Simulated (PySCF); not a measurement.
Electron correlation in Si²⁺ (silicon, charge +2)

[Ne] 3p2, high-spin 3P determinant (an excited configuration). All numbers are calculated (PySCF 2.14, the spin-free X2C one-electron Hamiltonian (Gaussian nucleus), in dyall-acv3z). Frozen: [Ne]; 2 electrons correlated; the 23 highest virtual orbitals of each spin left out.

With two correlated electrons CCSD is exact within the correlated space (frozen core and kept virtual orbitals).

```json
{"level": "CCSD", "correlation energy (mhartree)": "-10.51"}
```

Diagnostics: T1 = 0.0014, D1 = 0.0020, largest double amplitude 0.068.

Cost of the coupled-cluster step: of the order of 22 core-seconds, for 2 correlated electrons.
